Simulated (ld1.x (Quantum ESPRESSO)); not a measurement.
**Transferability test, TM potential for fluorine (F)**

```json
{
  "Element": "F (Z = 9)",
  "Generator": "ld1.x (Quantum ESPRESSO) 7.5",
  "Type": "norm-conserving Troullier–Martins (Kleinman–Bylander form)",
  "Functional": "PBE",
  "Relativity": "scalar-relativistic",
  "Frozen core": "[He]",
  "Valence charge": "7",
  "Reference configuration": "2s2 2p3 (charge +2)",
  "Partial waves": "2s (bound): rc 0.70 bohr; 2p (bound): rc 1.60 bohr; 3d channel at 0.15 Ry: rc 1.50 bohr",
  "Local potential": "the d channel",
  "Core correction": "a·sin(br)/r model core, default radius (core density twice the valence density)"
}
```

Energies are relative to the spin-unpolarised reference configuration 2s2 2p3; without spin polarisation the order of configurations can differ from experiment.

```tsv
valence configuration	charge	ΔE all-electron (eV)	error AE − PS (meV)
2s2 2p5	0	-57.775	+317
2s2 2p4	+1	-38.385	+141
2s2 2p2	+3	60.638	+329
2s1 2p6	0	-38.961	+688
2s2 2p4.5	+0.5	-50.232	+241
2s2 2p1	+4	146.440	+1839
```

Task: What are ΔE and the potential's error for 2s1 2p5?

Result: ΔE = -19.282 eV all-electron; the error (AE − PS) is +431 meV.
